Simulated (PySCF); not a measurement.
## Dipole response of Si (silicon, neutral)

[Ne] 3s1 3p3, high-spin 5S determinant (an excited configuration). All numbers are calculated (PySCF 2.14, no relativity, point nucleus, in dyall-av3z (19s12p3d2f, 84 functions)). Coupled (time-dependent) response in atomic units; α is the mean over directions.

```csv
method,mean α (bohr³),C₆ (like pair),S(−4)
UHF,34.04,266.5,402.4
PBE,38.37,308.5,579.4
PBE0,36.49,289.7,499.5
M06,37.36,286.0,596.1
PW91,38.06,305.0,568.2
```

S(−4) is the Cauchy moment in α(ω) = α(0) + S(−4) ω² + …

α(iu) at PBE0:

| u (hartree) | α(iu) (bohr³) |
| --- | --- |
| 0 | 36.49 |
| 0.0500 | 35.29 |
| 0.100 | 32.21 |
| 0.200 | 24.26 |
| 0.300 | 17.56 |
| 0.500 | 9.645 |
| 0.750 | 5.268 |
| 1.00 | 3.269 |
| 1.50 | 1.606 |
| 2.00 | 0.9604 |
| 3.00 | 0.4671 |
| 5.00 | 0.1907 |
